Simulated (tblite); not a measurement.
Compound: C2H13NSSi4.
Numbering: `[CH3:1][N:2]1[CH2:3][SiH2:4][Si@@H:5]([SiH3:6])[S:7][SiH2:8]1` (hydrogens: H9, H10, H11 on C1; H12, H13 on C3; H14, H15 on Si4; H16 on Si5; H17, H18, H19 on Si6; H20, H21 on Si8)

The geometry is computed with GFN2-xTB (gas phase).

Question: What internal coordinates does the optimisation give?

Answer: 
```
                     bond  length (Å)
                    C1–N2       1.437
                    N2–C3       1.458
                   C3–Si4       1.920
                  Si4–Si5       2.334
                  Si5–Si6       2.328
                   Si5–S7       2.194
                   S7–Si8       2.138
                   N2–Si8       1.712
                    C1–H9       1.097
           C1–H10, C1–H11       1.090
                   C3–H12       1.092
                   C3–H13       1.092
                  Si4–H14       1.468
                  Si4–H15       1.471
                  Si5–H16       1.469
Si6–H17, Si6–H18, Si6–H19       1.466
                  Si8–H20       1.462
                  Si8–H21       1.459
```

Bonds in one row agree within 0.01 Å and their mean is given. A selection of angles:
```
      angle  degrees
   C1–N2–C3    114.1
  C1–N2–Si8    122.6
  C3–N2–Si8    122.2
  N2–C3–Si4    109.6
 C3–Si4–Si5    102.8
Si4–Si5–Si6    118.5
 Si4–Si5–S7    105.1
 Si6–Si5–S7    108.8
 Si5–S7–Si8    102.8
  N2–Si8–S7    107.7
```

Dihedral angles: C1–N2–C3–Si4 99° (anticlinal); N2–C3–Si4–Si5 50° (synclinal); C3–Si4–Si5–Si6 -104° (anticlinal); Si4–Si5–S7–Si8 -54° (synclinal); Si5–S7–Si8–N2 37° (synclinal); C1–N2–Si8–S7 -155° (antiperiplanar).

The S–Si distances run from 2.138 Å (S7–Si8, drawn single) to 2.194 Å (Si5–S7, drawn single), a spread of 0.056 Å. Of the pairs four or more bonds apart, Si4···H10 is among the closest relative to their van der Waals radii: 3.31 Å, 100 % of the sum of Bondi's values. The 2 C–N bonds span 1.437 Å (C1–N2, drawn single) to 1.458 Å (N2–C3, drawn single), a spread of 0.021 Å. Si6 (SiH3 silicon) is distorted tetrahedral (angles from 106.5° to 115.6°). Si8 (SiH2 silicon) is distorted tetrahedral (angles from 103.4° to 116.6°). N2 (silicon-bound nitrogen) is almost planar (angles 122.6°, 122.2° and 114.1°, sum 358.9°, 0.09 Å off the plane of its three neighbours). The 6-membered ring N2–C3–Si4–Si5–S7–Si8 has internal angles of 102.8° to 122.2° (sum 650°, against 720° for a flat polygon); it is puckered, 0.42 Å rms from its mean plane, widest ring torsion 93°.

Point group: C1 (no symmetry element, even within 0.4 Å). Its GFN2-xTB frequencies are all real (lowest 29 cm⁻¹). The numbers are those of one conformer.
